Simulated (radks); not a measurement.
Q: These are the eigenvalues of the occupied orbitals of an atom or ion with whole-number occupations (eV). Calculated with a radial shooting solver on a logarithmic mesh with Libxc functionals: Dirac Kohn-Sham, PBE, spin-unpolarised, spherical densities, finite nucleus; Fermi nuclear charge, rms radius of each element as measured or else 0.836 A^(1/3) + 0.57 fm.

orbital  eigenvalue
1s1/2     -17838.49
2s1/2     -2489.995
2p1/2     -2281.163
2p3/2     -2195.306
3s1/2     -426.1670
3p1/2     -348.4251
3p3/2     -334.7527
3d3/2     -197.7268
3d5/2     -195.2285
4s1/2      -75.5326
4p1/2      -54.4569
4p3/2      -52.6233
4d3/2      -22.5418
4d5/2      -22.3596
5d3/2       -8.4915
5d5/2       -8.4634

Which element is it, and in what charge state? The configuration may be excited. Open shells, if any, are shared by 2j + 1.

A: Z = 40, zirconium, charge +2: Zr2+ in [Kr] 4d1 5d1. The list shows which subshells hold electrons but not how many an open one holds; the 1s level, -655.55 hartree, gives Z - s = 36.2 by -(Z - s)^2/2, which with screening and relativity narrows Z to a few neighbours, and the depths of the outer levels then fix element, charge and occupations together.
